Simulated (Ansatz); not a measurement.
Molecule: C2H6BO (charge 0, doublet). It need not be the lowest isomer of its formula. 
Coordinates optimised at B3LYP-D3(BJ)/def2-TZVP (Ansatz, a program for electronic structure):
SMILES: [O]B(C)C
```xyz
10

B      0.1477    -0.0069    -0.0829
C     -0.6242     1.3902     0.0576
C     -0.4718    -1.3387     0.5574
O      1.2776    -0.0600    -0.7168
H     -1.6136     1.2869    -0.3938
H     -0.0962     2.2156    -0.4143
H     -0.7618     1.6064     1.1195
H     -0.5930    -1.1833     1.6319
H      0.1452    -2.2179     0.3868
H     -1.4634    -1.5020     0.1291
```
Charge 0, spin multiplicity 2.

Basis-set convergence of Hartree-Fock and CCSD(T) correlation energies (hartree) with Ansatz. Correlated levels leave the core frozen unless marked. UHF or UKS for open shells. Spin-orbit coupling is left out. No relativistic terms.

```
basis    functions       E(HF)  E(corr, CCSD(T))
-------  ---------  ----------  ----------------
cc-pVDZ         86  -178.81765          -0.58815
cc-pVTZ        204  (withheld)        (withheld)
```

Q: Complete the blanks.

A: 
- cc-pVTZ, E(HF): -178.87078
- cc-pVTZ, E(corr, CCSD(T)): -0.71994
